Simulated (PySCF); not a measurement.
# Structure from 2D NMR

Compound of formula C$_{7}$H$_{10}$FOP. Correlations simulated from computed shifts and the bond graph:

HSQC (one-bond C–H):
```csv
δH,δC
2.90,38.8
2.73,25.4
2.56,25.4
2.31,24.6
2.25,19.9
2.21,12.2
1.95,19.9
1.50,24.6
```

COSY cross peaks (H two or three bonds apart, from the bond graph; peaks can be absent where the dihedral angle is near 90°):
```csv
δH,δH
2.90,2.73
2.90,2.56
2.90,2.31
2.90,1.50
2.73,2.56
2.73,2.25
2.73,1.95
2.56,2.25
2.56,1.95
2.31,2.25
2.31,1.95
2.31,1.50
2.25,1.95
2.25,1.50
1.95,1.50
```

HMBC (two and three bonds, from the bond graph):
```csv
δH,δC
2.90,"182.1, 144.6, 25.4, 24.6, 19.9"
2.73,"38.8, 24.6, 19.9"
2.56,"38.8, 24.6, 19.9"
2.31,"38.8, 25.4, 19.9"
2.25,"38.8, 25.4, 24.6"
2.21,"182.1, 144.6"
1.95,"38.8, 25.4, 24.6"
1.50,"38.8, 25.4, 19.9"
```

Carbons without hydrogens: δ 182.1, 144.6.

PySCF calculation with geometry from GFN2-xTB and PBE0/pcSseg-1 with gauge-including orbitals; averaged over atoms made equivalent by symmetry, fast rotation or ring inversion, in vacuum, no relativistic terms, single conformer.

Scale: $^{1}$H, $^{13}$C vs TMS (reference shieldings calculated alike).

Exchangeable hydrogens are left out of these lists.

Problem. Which molecule is this?

Solution. `CC1=C(F)[P@@]1(=O)C1CCC1`.

Numbering as in the mapped SMILES `[CH3:1][C:2]1=[C:3]([F:4])[P@@:5]1(=[O:6])[CH:7]1[CH2:8][CH2:9][CH2:10]1`. Each H is labelled by its parent atom. Ha(C8), Ha(C9), Ha(C10) are cis to P5 on the ring; Hb(C8), Hb(C9), Hb(C10) are trans to P5 on the ring.

δC 182.1 is C3, a fully substituted alkene carbon. δC 144.6 is C2, a fully substituted alkene carbon. δC 38.8 is C7, an sp3 CH bonded to P (δH 2.90). δC 25.4 is C8, an sp3 CH2 in a ring (δH 2.73, 2.56). δC 24.6 is C10, an sp3 CH2 in a ring (δH 2.31, 1.50). δC 19.9 is C9, an sp3 CH2 in a ring (δH 1.95, 2.25). δC 12.2 is C1, an allylic methyl carbon (δH 2.21). HMBC from δH 2.90 reaches the proton-free carbons C3, C2. HMBC from δH 2.21 reaches the proton-free carbons C3, C2. COSY links 2.90–2.73, 2.90–2.56, 2.90–2.31, 2.90–1.50, 2.73–2.56, 2.73–2.25.

This is the structure that produced the data.

Shifts are as computed. Against solution values, carbons near 30 ppm lie about +3 ppm off and those near 130 ppm about +5 ppm. Of 1211 compounds with measured shifts, 218 miss one by over three times the rms of a fit or turn the order of signals round; such compounds aren't used in these exercises.
